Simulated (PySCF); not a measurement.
Working out the ionisation energy of N⁺

N⁺ [He] 2s2 2p2 (3P) → N²⁺ [He] 2s2 2p1 (2P). Calculation: PySCF 2.14, in aug-cc-pVDZ (4s3p2d, 23 functions); no relativity, point nucleus. Frozen: 1s2. Energies in hartree (1 hartree = 27.21139 eV):

```tsv
part	N⁺ (lower)	N²⁺ (upper)
UHF	-53.881265	-52.807269
CCSD correlation	-0.077235	-0.074671
(T)	-0.000872	-0.000563
```

What does Hartree-Fock give?

(-52.807269) − (-53.881265) = 1.073996 hartree = 29.225 eV.

What do CCSD and CCSD(T) give?

The CCSD correlation energies differ by 0.002564 hartree = 0.070 eV and the triples by 0.000309 hartree = 0.008 eV, so CCSD gives 29.295 eV and CCSD(T) 29.303 eV.

Reference: 29.601 eV (semi-empirical (NIST evaluation); NIST Atomic Spectra Database, ionization energies), between the lowest levels; spin-orbit coupling is absent from the calculation.

A double-zeta basis recovers only part of the correlation energy.

What remains against the reference includes basis incompleteness, the frozen core and higher excitations.
